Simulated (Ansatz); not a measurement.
Consider the formal exchange of groups at a Ge–I bond: `[F][Ge]([F])([Cl])[I]` + `NO` → `[NH2][Ge]([F])([F])[Cl]` + `OI`.

Program: Ansatz. Geometries: PBE0-D4/def2-TZVP. ΔE: electronic, gas phase. CCSD(T)/CBS is the MP2 limit (def2-TZVPP, def2-QZVPP) plus CCSD(T) − MP2 in def2-TZVPP, frozen cores. This one scheme is used for every species. DFT in def2-TZVPP. B3LYP here is the variant with VWN-RPA as its local correlation; programs differ in this. def2 core potentials past Kr. For Ge, I outer-core shells are correlated without core-valence functions, which leaves a few kJ/mol of doubt a bond. Scalar relativity is left out up to krypton. One conformer a species, not always the lowest.

(1) Is it downhill or uphill in electronic energy at CCSD(T)/CBS, and by how much? (Best estimate.)

(2) What do these levels give: revPBE-D4, BLYP-D4, r2SCAN-D4, B3LYP-D4, r2SCAN0-D4, CAM-B3LYP-D4, PBE, BLYP, LC-ωPBE, RPA@PBE/def2-TZVPP, CCSD/def2-SVP, CCSD/CBS(def2)? (Estimate.)

Largest T1 diagnostic among the species: 0.011.

Results:

(1) The calculation gave: Downhill: ΔE = -10.3 kcal/mol.

(2) The calculation gave: revPBE-D4 -6.4, BLYP-D4 -8.3, r2SCAN-D4 -7.5, B3LYP-D4 -7.8, r2SCAN0-D4 -6.7, CAM-B3LYP-D4 -8.8, PBE -6.4, BLYP -8.7, LC-ωPBE -8.1, RPA@PBE/def2-TZVPP -9.5, CCSD/def2-SVP -3.1, CCSD/CBS(def2) -10.2 kcal/mol.

At CCSD(T), def2-SVP lies +7.3 kcal/mol from the extrapolated value and def2-TZVPP +0.8 kcal/mol. From r2SCAN to r2SCAN0 (25 % exact exchange), in def2-TZVPP and without D4, ΔE moves by +0.7 kcal/mol.
